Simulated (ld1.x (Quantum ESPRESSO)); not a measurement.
## Gd (Z = 64): excitation energies, all-electron against RRKJ

```
Element                 : Gd
Generator               : ld1.x (Quantum ESPRESSO) 7.5
Type                    : norm-conserving RRKJ (Kleinman–Bylander form)
Functional              : revPBE
Relativity              : scalar-relativistic
Frozen core             : [Kr] 4d10 4f7
Valence charge          : 11
Reference configuration : 5s2 5p6 5d1 6s2 6p0
Partial waves           : 5p (bound): rc 2.60 bohr; 5d (bound): rc 1.95 bohr; 5s (bound): rc 1.40 bohr
Local potential         : the s channel
Core correction         : none
rho0                    : 0.01
```

Occupied shells without a wave of their own: 6s. They enter only through the test configuration that unscreens the potential.

Energies are relative to the spin-unpolarised reference configuration 5s2 5p6 5d1 6s2 6p0; without spin polarisation the order of configurations can differ from experiment.

```json
{"valence configuration": "5s2 5p6 5d1 6s1 6p0", "charge": "+1", "ΔE all-electron (eV)": "6.570", "error AE − PS (meV)": "-67"}
{"valence configuration": "5s2 5p6 5d1 6s0 6p0", "charge": "+2", "ΔE all-electron (eV)": "18.527", "error AE − PS (meV)": "-161"}
{"valence configuration": "5s2 5p6 5d2 6s1 6p0", "charge": "0", "ΔE all-electron (eV)": "1.761", "error AE − PS (meV)": "-48"}
{"valence configuration": "5s2 5p6 5d1 6s1.5 6p0", "charge": "+0.5", "ΔE all-electron (eV)": "2.649", "error AE − PS (meV)": "-30"}
{"valence configuration": "5s1 5p6 5d1 6s2 6p0", "charge": "+1", "ΔE all-electron (eV)": "55.302", "error AE − PS (meV)": "-221"}
{"valence configuration": "5s2 5p6 5d0 6s2 6p0", "charge": "+1", "ΔE all-electron (eV)": "5.992", "error AE − PS (meV)": "-14"}
```

Problem. What are ΔE and the potential's error for 5s2 5p6 5d0 6s0 6p0?

Solution. ΔE = 38.281 eV all-electron; the error (AE − PS) is -291 meV.

The 6s level has no wave, so the channel is fitted at the deeper level alone: the likely source of the large errors.
